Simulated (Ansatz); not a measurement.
Method: PBE-D3(BJ)/def2-SVP in Ansatz (an electronic-structure program). No frequencies were computed at this level.

Ansatz 0.2 input:
```yaml
crystal:
  periodic: [false, false, false]
  atoms:
    - { symbol: Hf, position_ang: [0.0, 0.0, 0.0] }
    - { symbol: F, position_ang: [1.003473, -0.653566, -1.372217] }
    - { symbol: F, position_ang: [-0.293022, 1.779247, -0.255936] }
    - { symbol: F, position_ang: [-1.595708, -0.876156, 0.056165] }
    - { symbol: F, position_ang: [0.885256, -0.249526, 1.571988] }
basis:
  gaussian: { orbitals: def2-svp }
hamiltonian:
  xc: pbe
  dispersion: d3bj
relax:
  max_steps: 150
```

Output:

```
Functional definition: PBE
906 factors; their error is unknown
mean field evaluation 1: about -12158.2312 eV, gradient 6.7e1 eV
mean field evaluation 2: about -12119.6931 eV, gradient 1.7e2 eV
mean field evaluation 4: about -12164.9447 eV, gradient 2.7e0 eV
mean field evaluation 8: about -12164.8697 eV, gradient 1.5e-1 eV
mean field evaluation 16: about -12164.8698 eV, gradient 9.2e-6 eV
mean field -12164.86976463 eV, -447.0507182052 hartree, gradient 9.2e-6 eV, S^2 0.000000; 0 other end points of the search recorded, 0 dependent functions left out
reference -12164.86983238 eV, -447.0507206949 hartree; 24, 24 occupied and 64, 64 virtual orbitals, 906 factors
relax step   1: F+E_penalty+E_count = -12164.93067095 eV  Δ(F+E_penalty+E_count) = +0.000e0 eV  max|allowed force component| = 3.561e0 eV/Å  Δτ_max = 0.0000 Å  (25 SCF iters, accepted)
these checks for a lower state are left out or cut short: starts, cluster_reference, orbital_swaps, neighbouring_geometries, increment
906 factors; their error is unknown
mean field -12165.50818447 eV, -447.0741797017 hartree, gradient 5.8e-6 eV, S^2 0.000000; 0 other end points of the search recorded, 0 dependent functions left out
reference -12165.50825422 eV, -447.0741822648 hartree; 24, 24 occupied and 64, 64 virtual orbitals, 906 factors
relax step   2: F+E_penalty+E_count = -12165.56701215 eV  Δ(F+E_penalty+E_count) = -6.363e-1 eV  max|allowed force component| = 1.409e-1 eV/Å  Δτ_max = 0.0896 Å  (31 SCF iters, accepted)
these checks for a lower state are left out or cut short: starts, cluster_reference, orbital_swaps, neighbouring_geometries, increment
906 factors; their error is unknown
mean field evaluation 32: about -12165.5096 eV, gradient 5.7e-6 eV
mean field -12165.50961458 eV, -447.0742322571 hartree, gradient 5.7e-6 eV, S^2 0.000000; 0 other end points of the search recorded, 0 dependent functions left out
reference -12165.50968442 eV, -447.0742348239 hartree; 24, 24 occupied and 64, 64 virtual orbitals, 906 factors
relax step   3: F+E_penalty+E_count = -12165.56833789 eV  Δ(F+E_penalty+E_count) = -1.326e-3 eV  max|allowed force component| = 5.842e-3 eV/Å  Δτ_max = 0.0044 Å  (27 SCF iters, accepted)
906 factors; their error is unknown
mean field -12165.50961458 eV, -447.0742322571 hartree, gradient 5.8e-6 eV, S^2 0.000000; 1 other end points of the search recorded, 0 dependent functions left out
reference -12165.50968442 eV, -447.0742348239 hartree; 24, 24 occupied and 64, 64 virtual orbitals, 906 factors
Total energy: -12165.56840774 eV, -447.0763928659 hartree
Atom 0 at    -0.000000    -0.000000     0.000000 Å, force    -0.000000    -0.000000     0.000001 eV/Å
Atom 1 at     1.055283    -0.687310    -1.443065 Å, force     0.003295    -0.002146    -0.004505 eV/Å
Atom 2 at    -0.308151     1.871111    -0.269150 Å, force    -0.000962     0.005842    -0.000840 eV/Å
Atom 3 at    -1.678095    -0.921392     0.059065 Å, force    -0.005238    -0.002876     0.000184 eV/Å
Atom 4 at     0.930962    -0.262409     1.653150 Å, force     0.002906    -0.000819     0.005160 eV/Å
Dipole moment:    -0.000000    -0.000000     0.000000 e Å
```

Cost: about 8 core-seconds (a rough figure).
